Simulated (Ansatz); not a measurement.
Reaction (cleavage of the Sn–Si bond): `[OH][SnH]([Cl])[SiH2]F` + HCl → `[OH][SnH]([Cl])[Cl]` + `F[SiH3]`

Program: Ansatz. Geometries: PBE0-D4/def2-TZVP. ΔE: electronic, gas phase. CCSD(T)/CBS adds triple-zeta CCSD(T) − MP2 to the extrapolated MP2 energy (def2 sets, frozen cores). This one scheme is used for every species. Functionals use def2-TZVPP. B3LYP here is the variant with VWN-RPA as its local correlation; programs differ in this. Elements past krypton have def2 core potentials. For Sn outer-core shells are correlated without core-valence functions, which leaves a few kJ/mol of doubt a bond. Each species was taken in one conformer, which may not be the lowest.

```tsv
level	ΔE (eV)
PBE0-D4	-0.68
ωB97X-V	-0.79
B3LYP	-0.77
CCSD/def2-TZVPP	-0.78
```

(1) What does CCSD(T)/CBS give? (An estimate is asked.)

Largest T1 diagnostic among the species: 0.013.

Answers

(1) Ansatz gave: -0.78 eV. The listed levels differ from it by 0.10, -0.01, 0.01, 0.00 eV.

From PBE to PBE0 (25 % exact exchange), in def2-TZVPP and without D4, ΔE moves by −0.06 eV. The D4 term adds +0.03 eV with B3LYP and +0.02 eV with PBE0; it sums over pairs of atoms, weighted by their polarisabilities, and B3LYP, whose exchange is more repulsive, gets the larger term.
